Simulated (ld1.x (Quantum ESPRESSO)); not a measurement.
## Si (Z = 14), TM semilocal: configuration errors across variants

Si, norm-conserving Troullier–Martins (semilocal form), made with ld1.x (Quantum ESPRESSO) 7.5 (BLYP, non-relativistic). Core [Ne], reference 3s2 3p2. Waves: 3s (bound): rc 1.40 bohr; 3p (bound): rc 1.85 bohr; 3d channel at 0.15 Ry: rc 1.80 bohr. Local part: the d channel. Core correction: Bessel-smoothed model core, default radius (core density twice the valence density).

All-electron excitation energies from the reference (eV): (1) 3s2 3p1 7.600; (2) 3s2 3p0 23.501; (3) 3s1 3p0 57.434; (4) 3s2 3p2.3 -0.888; (5) 3s1 3p2 14.991; (6) 3s0 3p4 13.757; (7) 3s1 3p3 6.795.

A semilocal file is local in each channel, so a ghost entry of none says nothing of the separable form that plane-wave codes build from it.

The default core radius of the base comes out at 1.13 bohr.

Errors AE − PS in meV (a dash: test not solved or not reliable):

| change | (1) | (2) | (3) | (4) | (5) | (6) | (7) | bound ghosts |
| --- | --- | --- | --- | --- | --- | --- | --- | --- |
| base | +2.8 | +20 | +60 | +0.1 | +3.2 | -8.0 | -1.7 | none |
| core correction none | +5.5 | +48 | +249 | +0.2 | +15 | +27 | +7.7 | none |
| core correction Bessel-smoothed model core inside 0.62 bohr | +2.8 | +20 | +59 | +0.1 | +3.1 | -8.3 | -1.8 | none |
| core correction Bessel-smoothed model core inside 0.76 bohr | +2.8 | +20 | +59 | +0.1 | +3.1 | -8.3 | -1.8 | none |
| core correction Bessel-smoothed model core inside 0.92 bohr | +2.8 | +20 | +59 | +0.1 | +3.1 | -8.3 | -1.8 | none |
| core correction Bessel-smoothed model core inside 1.06 bohr | +2.8 | +20 | +59 | +0.1 | +3.1 | -8.1 | -1.7 | none |
| core correction Bessel-smoothed model core inside 1.22 bohr | +2.8 | +20 | +64 | +0.1 | +3.4 | -7.5 | -1.6 | none |
| core correction Bessel-smoothed model core inside 1.48 bohr | +3.1 | +24 | +98 | +0.1 | +6.0 | -2.7 | -0.4 | none |
| core correction Bessel-smoothed model core inside 1.70 bohr | +3.7 | +31 | +159 | +0.1 | +10 | +4.9 | +1.3 | none |

(1) Give the same row for: core correction Bessel-smoothed model core inside 1.32 bohr.

Answers

(1) +2.9, +21, +72, +0.1, +4.0, -6.4, -1.3; bound ghosts: none.
